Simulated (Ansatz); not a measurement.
Consider the redistribution: `NC[SiH2][SiH2]Cl` + `CO[SiH2][AlH2]` → `CO[SiH2][SiH2]Cl` + `NC[SiH2][AlH2]`.

Computed with Ansatz on PBE0-D4/def2-TZVP structures; ΔE is electronic, products minus reactants. CBS: MP2 limit from def2 TZ/QZ plus the TZ coupled-cluster correction, frozen cores. One conformer a species, not always the lowest.

```json
{"species": "`NC[SiH2][SiH2]Cl`", "CCSD/def2-TZVPP energy (Eh)": "-1135.35227"}
{"species": "`CO[SiH2][AlH2]`", "CCSD/def2-TZVPP energy (Eh)": "-648.39902"}
{"species": "`CO[SiH2][SiH2]Cl`", "CCSD/def2-TZVPP energy (Eh)": "-1155.24526"}
{"species": "`NC[SiH2][AlH2]`", "CCSD/def2-TZVPP energy (Eh)": "-628.50595"}
```

Question: Work out ΔE.

Answer: ΔE = (-1155.24526) + (-628.50595) − (-1135.35227) − (-648.39902) = 0.00008 Eh = 0.00 eV. CCSD(T)/CBS gives 0.00 eV.

Largest T1 diagnostic among the species: 0.012.
